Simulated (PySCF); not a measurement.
```xyz
4
charge 0 multiplicity 4, angstrom
Tc    0.0000    0.0000    0.2205
O     0.0000    0.0000    1.9101
Cl    2.0399    0.0000   -0.7454
Cl   -2.0399    0.0000   -0.7454
```

Computed with UPBE in PySCF with Tc def2-SVP with ECP28, O def2-SVP, Cl def2-SVP; scalar-relativistic core potentials, no spin–orbit coupling; density-fitted integrals.

This geometry of TcOCl₂ is a stationary point at this level.

Q: What is the point group?

A: C2v.

Q: Is it a minimum?

A: Yes: all harmonic wavenumbers are real.

Q: Which band is strongest in the infrared?

A: 978 cm⁻¹ (a1), 93 km/mol.

Q: Give the ideal-gas entropy at 298.15 K and 1 bar by parts.

A: translation 174.0, rotation 110.4, vibration 47.7, spin 11.5; total 343.6 J/(mol K).

This need not be the most stable arrangement of these atoms. With open d or f shells other occupations or spin states may lie lower. At this level a doublet minimum of C2v symmetry lies 21 kJ/mol below this structure.
